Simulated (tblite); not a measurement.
boroxine (H$_{3}$B$_{3}$O$_{3}$), singlet, at a GFN2-xTB geometry; GFN1-xTB run with tblite 0.6.0.

Input for tblite:
```
$ tblite run mol.xyz --method gfn1 --charge 0 --spin 0 --json tblite.json --no-restart

# file mol.xyz
9

B     -0.62642433     1.18300324     0.24601012
O     -1.33948341     0.02486049     0.22970691
B     -0.71480732    -1.15811031    -0.01600341
O      0.62560781    -1.18146124    -0.24568946
B      1.34123166    -0.02489294    -0.23000671
O      0.71387560     1.15660075     0.01598255
H     -1.16486750     2.19985392     0.45746817
H     -1.32922010    -2.15356426    -0.02975915
H      2.49408760    -0.04628966    -0.42770903
```

What the program printed (banner, timings and long lists left out):

```
xTB calculator
 | screened Coulomb repulsion
 | Coulomb electrostatics
 |  * isotropic Klopman-Ohno-Mataga-Nishimoto electrostatics
 |  * onsite third-order electrostatics
 | DFT-D3(BJ) dispersion correction

halogen bonding energy    0.0000000000000E+00 Eh
repulsion energy          1.6188192258821E-01 Eh
dispersion energy        -2.4890177215591E-03 Eh
number of electrons       3.0000000000000E+01 e
integral cutoff           2.1261634374110E+01 bohr

------------------------------------------------------------
  cycle        total energy    energy error   density error
------------------------------------------------------------
      1     -19.82757893663  -1.9986972E+01   7.6084119E-01
      2     -20.15099233481  -3.2341340E-01   3.8290563E-01
      3     -20.15924295699  -8.2506222E-03   1.6961236E-01
      4     -20.14759416348   1.1648794E-02   1.1359642E-01
      5     -20.16743455459  -1.9840391E-02   7.4128158E-03
      6     -20.16751313859  -7.8583995E-05   1.4336134E-03
      7     -20.16751565393  -2.5153403E-06   3.9752313E-04
      8     -20.16751586110  -2.0717455E-07   1.7786720E-04
      9     -20.16751590813  -4.7032810E-08   2.8423825E-06
------------------------------------------------------------

electronic energy        -2.0326908813000E+01 Eh
total energy             -2.0167515908133E+01 Eh

Post processing:
 | Mayer-Wiberg bond orders

[Info] JSON dump of results written to 'tblite.json'
```
